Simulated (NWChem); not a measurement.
System: BeHOBr; SMILES [OH][Be][Br]

Here is an NWChem input.

```
start job
memory heap 200 mb stack 900 mb global 1100 mb
geometry units angstroms noautoz
  Be     0.047704     1.208140    -0.000000
  Br    -0.083946    -0.758611     0.000000
  O      0.197964     2.607150    -0.000000
  H     -0.433303     3.318598     0.000000
end
basis spherical
  * library def2-svp
end
dft
  xc b3lyp
  iterations 150
end
tddft
  cis
  nroots 8
end
task tddft energy
```

Output (shortened):

```
             Northwest Computational Chemistry Package (NWChem) 7.3.0
             --------------------------------------------------------

 CS  symmetry detected

                             Geometry "geometry" -> ""
                             -------------------------

 Output coordinates in angstroms (scale by  1.889725989 to convert to a.u.)

  No.       Tag          Charge          X              Y              Z
 ---- ---------------- ---------- -------------- -------------- --------------
    1 Be                   4.0000     0.00144077     1.15978224     0.00000000
    2 Br                  35.0000     0.00497573    -0.81136684     0.00000000
    3 O                    8.0000     0.05540630     2.56580314     0.00000000
    4 H                    1.0000    -0.62316394     3.23228548     0.00000000

 Effective nuclear repulsion energy (a.u.)     103.4431913990

      Symmetry information
      --------------------

 Group name             Cs
 Group number              2
 Group order               2
 No. of unique centers     4

                                 NWChem DFT Module
                                 -----------------

 Summary of "ao basis" -> "ao basis" (spherical)
 ------------------------------------------------------------------------------
       Tag                 Description            Shells   Functions and Types
 ---------------- ------------------------------  ------  ---------------------
 Be                         def2-svp                 5        9   3s2p
 Br                         def2-svp                12       32   5s4p3d
 O                          def2-svp                 6       14   3s2p1d
 H                          def2-svp                 3        5   2s1p

      Symmetry analysis of basis
      --------------------------

        a'         43
        a"         17

[...]

                                NWChem TDDFT Module
                                -------------------

            General Information
            -------------------
           No. of orbitals :     120
            Alpha orbitals :      60
             Beta orbitals :      60
        Alpha frozen cores :       0
         Beta frozen cores :       0
     Alpha frozen virtuals :       0
      Beta frozen virtuals :       0
         Spin multiplicity :       1
    Number of AO functions :      60
        Use of symmetry is : off
      Symmetry adaption is : on
         Schwarz screening :  0.10D-07

              XC Information
              --------------
                  B3LYP Method XC Potential
              Hartree-Fock (Exact) Exchange   0.20
                 Slater Exchange Functional   0.80 local
             Becke 1988 Exchange Functional   0.72 non-local
       Lee-Yang-Parr Correlation Functional   0.81
           VWN I RPA Correlation Functional   0.19 local

             TDDFT Information
             -----------------
          Calculation type : Tamm-Dancoff TDDFT
         Wavefunction type : Restricted singlets & triplets
          No. of electrons :      48
           Alpha electrons :      24
            Beta electrons :      24
              No. of roots :       8
          Max subspacesize :    5600
            Max iterations :     100
               Target root :       1
           Target symmetry : none
      Symmetry restriction : off
                 Algorithm : Optimal
        Davidson threshold :  0.10D-03

    8 smallest eigenvalue differences (eV)
--------------------------------------------------------
  No. Spin  Occ  Vir  Irrep   E(Occ)    E(Vir)   E(Diff)
--------------------------------------------------------
    1    1   24   25 a"       -0.298    -0.017     7.636
    2    1   23   25 a'       -0.300    -0.017     7.706
    3    1   24   26 a"       -0.298     0.015     8.518
    4    1   23   26 a'       -0.300     0.015     8.588
    5    1   24   27 a'       -0.298     0.027     8.831
    6    1   23   27 a"       -0.300     0.027     8.901
    7    1   22   25 a"       -0.347    -0.017     8.977
    8    1   21   25 a'       -0.360    -0.017     9.334
--------------------------------------------------------

  Entering Davidson iterations
  Restricted singlet excited states

  Iter   NTrls   NConv    DeltaV     DeltaE      Time
  ----  ------  ------  ---------  ---------  ---------
    1      8       0     0.16E+00   0.10+100        4.2
    2     16       0     0.15E+00   0.24E-01        4.3
    3     24       0     0.23E-01   0.32E-01        4.3
    4     32       2     0.77E-02   0.66E-03        4.2
    5     38       4     0.18E-02   0.29E-04        4.0
    6     42       6     0.47E-03   0.39E-05        3.7
    7     44       8     0.99E-04   0.27E-06        3.5
  ----  ------  ------  ---------  ---------  ---------
  Convergence criterion met

  Ground state a'      -2664.503019603687 a.u.

  ----------------------------------------------------------------------------
  Root   1 singlet a"             0.243182606 a.u.                6.6173 eV
  ----------------------------------------------------------------------------
     Transition Moments    X  0.00000   Y -0.00000   Z -0.37664
     Dipole Oscillator Strength                    0.0229977912
     Electric Quadrupole                           0.0000000415
     Magnetic Dipole                               0.0000006814
     Total Oscillator Strength                     0.0229985140

[...]
```

Level: B3LYP/def2-SVP, TDA. The geometry was optimised at PBE0-D3(BJ)/def2-TZVP. B3LYP is NWChem's, with the RPA form of VWN correlation.
